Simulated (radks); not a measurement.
Results of a calculation; reference values are marked as such.
All-electron atom: Hf64+ in [He] 2s2 2p4.

Code: a radial shooting solver on a logarithmic mesh with Libxc functionals. Model: Dirac Kohn-Sham, PBE, spin-unpolarised, spherical densities, finite nucleus; open shells are shared between the two j in proportion to 2j + 1; Fermi nuclear charge, rms radius 5.347 fm.

Energy parts (eV):
| part | energy |
|---|---|
| total | -253014.80 |
| kinetic | 292885.14 |
| electron-nucleus | -557605.40 |
| Hartree | 14666.29 |
| exchange-correlation | -2960.82 |

Orbitals (lengths in bohr, moments of r in powers of bohr; r(90%) holds 90 % of the orbital's charge):
orbital,occ.,eigenvalue (eV),r(90%),<1/r>,small-component weight
1s1/2,2,-71505.88,0.0345,83.89,7.35e-02
2s1/2,2,-16828.27,0.121,20.91,1.74e-02
2p1/2,1.33333,-16480.96,0.106,20.82,1.74e-02
2p3/2,2.66667,-15207.68,0.115,17.72,1.59e-02
3s1/2,0,-7079.364,0.268,8.669,7.19e-03
3p1/2,0,-6962.468,0.256,8.609,7.12e-03
3p3/2,0,-6604.159,0.270,7.737,6.73e-03

The highest occupied level is 2p3/2 at -15207.7 eV. Summed over all electrons, <r^2> = 0.03854 bohr^2, which gives a Langevin (diamagnetic) susceptibility term of -0.0305 x 10^-6 cm^3/mol. For comparison, the ionisation energy in NIST's Atomic Spectra Database is 15351 eV (theoretical). In exact Kohn-Sham theory the highest level is minus the ionisation energy, but local and semilocal functionals leave it too shallow, through self-interaction and a potential that decays too fast; potentials with the right tail come closer. The electron density at the nucleus is 1.174e+06 e/bohr^3. The density falls to 0.001 e/bohr^3 at r = 0.32 bohr.

Beside tabulated values, note that spin-unpolarised runs miss the spin-polarisation part of the exchange energy of open shells.
